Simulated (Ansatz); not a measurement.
Gas-phase reaction R1 → P1 + P2, each structure at its B3LYP-D3(BJ)/def2-TZVP stationary point, reached from a drawn start (curvature not checked).
R1, BF3 (SMILES FB(F)F) (charge 0, multiplicity 1):
```xyz
4

B      0.0000     0.0000     0.0000
F      1.3156     0.0000     0.0000
F     -0.6578     1.1394     0.0000
F     -0.6578    -1.1394     0.0000
```
P1: BF2 (SMILES F[B]F), charge 0, multiplicity 2.
P2: F atom, charge 0, multiplicity 2.

P less R. No zero-point or thermal terms; singlets are restricted closed shells; open shells are unrestricted; no spin–orbit coupling.

Correlated levels freeze the cores. CBS: X⁻³ extrapolation of the correlation energy, Hartree–Fock from the larger set.

Codes used: Ansatz (an electronic-structure program) with Gaussian orbitals. Each number belongs to the level named beside it.

| level | reaction energy (kJ/mol) |
|---|---|
| HF/cc-pVDZ | 543.2 |
| r2SCAN/def2-TZVPP | 704.8 |
| B97M-V/def2-TZVPP | 722.6 |
| MP2/cc-pVQZ | 750.3 |
| MP2/CBS(cc-pVTZ, cc-pVQZ) | 756.2 |
| CCSD/cc-pVTZ | 708.0 |
| CCSD(T)/cc-pVDZ | 685.9 |
| CCSD(T)/cc-pVTZ | [?] |
| CCSD(T)/CBS(cc-pVTZ, cc-pVQZ) | [?] |

Problem. Complete the blanks.

Solution. 
- CCSD(T)/cc-pVTZ, reaction energy (kJ/mol): 716.8
- CCSD(T)/CBS(cc-pVTZ, cc-pVQZ), reaction energy (kJ/mol): 728.6
